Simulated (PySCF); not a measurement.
Stepwise substitution at one centre (Ga OH-SiH3). Gas-phase values, no solvent. One relaxed conformer stands for each flexible species; it need not be the lowest. Strings in code marks are SMILES.

The HOMO from two functionals at the same geometries (PBE0-D3(BJ)/def2-TZVP), both in PySCF: PBE-D3(BJ)/def2-TZVP and TPSSh-D3(BJ)/def2-TZVP. 

```json
[
 {"species": "0 of 3 OH replaced by SiH3 (`[Ga]([OH])([OH])[OH]`)", "TPSSh-D3(BJ)/def2-TZVP (eV)": "-7.98"},
 {"species": "1 of 3 OH replaced by SiH3 (`[Ga]([OH])([OH])[SiH3]` (H–O–Ga–Si torsion -179°, Si–Ga–O–H torsion -1°))", "TPSSh-D3(BJ)/def2-TZVP (eV)": "-7.55"},
 {"species": "2 of 3 OH replaced by SiH3 (`[OH][Ga]([SiH3])[SiH3]` (H–O–Ga–Si torsion 1°))", "TPSSh-D3(BJ)/def2-TZVP (eV)": "-6.69"},
 {"species": "3 of 3 OH replaced by SiH3", "TPSSh-D3(BJ)/def2-TZVP (eV)": "-6.77"}
]
```

Q: What does PBE-D3(BJ)/def2-TZVP give for each?

A: 
- 0 of 3 OH replaced by SiH3 (`[Ga]([OH])([OH])[OH]`): -7.21
- 1 of 3 OH replaced by SiH3 (`[Ga]([OH])([OH])[SiH3]` (H–O–Ga–Si torsion -179°, Si–Ga–O–H torsion -1°)): -6.91
- 2 of 3 OH replaced by SiH3 (`[OH][Ga]([SiH3])[SiH3]` (H–O–Ga–Si torsion 1°)): -6.20
- 3 of 3 OH replaced by SiH3: -6.29
Over these rows, drawn at random from the members with no instability flagged (it was tested for open shells, ions and some series alone), PBE minus TPSSh-D3(BJ): mean +0.60 eV, from +0.48 eV to +0.77 eV.
